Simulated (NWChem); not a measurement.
Two isomers of C$_{2}$H$_{7}$FOSi, each optimised at PBE0/def2-SVP with NWChem. Flexible species stand in one conformer each, which need not be the lowest. For one or both, no frequency run checked for a minimum.

A: CO[SiH2]CF
B: OC[Si@@H](F)C

Task: Which is lower in energy, by how much, and how do their other properties compare?

Result: B is lower by 32.5 kcal/mol in electronic energy.
```csv
,A,B
highest occupied level (eV),-7.85,-7.88
orbital gap (eV),8.51,9.13
dipole (D),2.17,3.05
```
